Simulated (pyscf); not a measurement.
**GaH (SMILES [GaH]), singlet**

Gas-phase minimum from PySCF at ωB97X-D3(BJ)/def2-SVP, one conformer. 

SMILES: [GaH]
```xyz
2

Ga     0.2776    -0.2529     0.6383
H     -0.7678     0.5274     1.6871
```
Charge 0, spin multiplicity 1.

Bond lengths (Å): Ga1–H2 1.674.

Properties at ωB97X-D3(BJ)/def2-SVP:

```
Quantity                                                                                                                        Result
---------------------------------------------------------------------------------------------------------------------  ---------------
Harmonic wavenumbers, unscaled                                                                                               1642 cm⁻¹
Zero-point energy                                                                                                         2.3 kcal/mol
Rotational symmetry number                                                                                                           1
Entropy of this conformer at 298 K and 1 atm, rigid rotor and harmonic oscillator, modes under 100 cm⁻¹ raised to 100  199.6 J/(mol K)
Dipole moment                                                                                                                   0.13 D
```

Single-point totals, which compare only within one level (frozen core for MP2 and CC):

```csv
level,total energy (hartree)
ωB97X-D3(BJ)/def2-TZVP,-1925.37112
PBE/def2-TZVP,-1925.12084
r²SCAN/def2-TZVP,-1925.39667
B3LYP-D3(BJ)/def2-TZVP,-1925.47380
PBE0-D3(BJ)/def2-TZVP,-1925.15858
M06-2X/def2-TZVP,-1925.40573
ωB97M-D3(BJ)/def2-TZVP,-1925.44548
HF/def2-TZVPP,-1923.79935
MP2/def2-TZVPP,-1924.00434
CCSD/def2-TZVPP,-1924.01327
CCSD(T)/def2-TZVPP,-1924.02134
```

The CCSD(T) − MP2 part came from Ansatz, without density fitting, on the same reference. The frozen core leaves the outer d or s,p core shells of the metals and heavy elements correlated in the MP2 and CC values, and def2-TZVPP describes them poorly, so these totals are far from the basis limit. Elements up to Kr have no core potential and no relativistic terms here.
